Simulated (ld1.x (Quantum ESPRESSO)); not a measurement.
# Scattering properties, ultrasoft potential for indium (In)

In (Z = 49), ultrasoft, made with ld1.x (Quantum ESPRESSO) 7.5 (PBE, scalar-relativistic). Core [Kr], reference 4d10 5s2 5p1. Waves: 5s (bound): rcut 1.55, rcutus 2.05 bohr; 5s channel at 0.05 Ry: rcut 1.55, rcutus 2.05 bohr; 5p (bound): rcut 1.90, rcutus 2.00 bohr; 5p channel at 4.3 Ry: rcut 1.90, rcutus 2.00 bohr; 4d (bound): rcut 1.55, rcutus 1.70 bohr; 4d channel at 0.45 Ry: rcut 1.55, rcutus 1.70 bohr. Local part: all-electron potential smoothed inside 1.70 bohr (lloc = -2). Core correction: none. Augmentation charge: PSQ, radius 1.35 bohr.

The phase is arctan(r·u′/u) with u = r·R(r), unwrapped; energies in Ry, scanned from -3 to 5 Ry. A pole is an energy at which the radial function vanishes at the test radius. The pseudo phase is shifted by a multiple of π to meet the all-electron one at the reference energy, and phase errors are pseudo minus all-electron; the curves can meet again beyond the range given. Levels narrower than the energy grid can be missing from the lists of poles.

| channel | radius (bohr) | reference energy (Ry) | poles, all-electron | poles, pseudo | unbroken range about the reference energy with phases within 0.05 rad | phase error 1 Ry above the reference energy (rad) |
| --- | --- | --- | --- | --- | --- | --- |
| s | 2.26 | -0.60 | 2.47 | 2.30, 2.88 | below 2.5 | -0.000 |
| p | 2.26 | -0.19 | 4.07 | 3.52, 4.07 | below 3.5 | -0.011 |
| d | 2.26 | -1.37 | -1.10 | -1.10 | the whole range | +0.000 |

Phases in the d channel:

```tsv
E (Ry)	all-electron	pseudo
-3.00	1.286	1.286
-2.76	1.265	1.265
-2.52	1.236	1.236
-2.28	1.192	1.192
-2.04	1.113	1.112
-1.80	0.918	0.918
-1.56	-0.012	-0.012
-1.32	-1.319	-1.319
-1.08	-1.583	-1.583
-0.84	-1.682	-1.682
-0.60	-1.740	-1.740
-0.36	-1.781	-1.781
-0.12	-1.817	-1.817
0.12	-1.852	-1.852
0.36	-1.887	-1.887
0.60	-1.927	-1.927
0.84	-1.972	-1.972
1.08	-2.028	-2.028
1.32	-2.098	-2.098
1.56	-2.191	-2.191
1.80	-2.320	-2.320
2.04	-2.504	-2.504
2.28	-2.769	-2.770
2.52	-3.122	-3.122
2.76	-3.500	-3.501
3.00	-3.817	-3.817
3.24	-4.043	-4.043
3.48	-4.199	-4.199
3.72	-4.308	-4.309
3.96	-4.388	-4.388
4.20	-4.449	-4.449
4.44	-4.496	-4.496
4.68	-4.534	-4.534
4.92	-4.566	-4.566
```
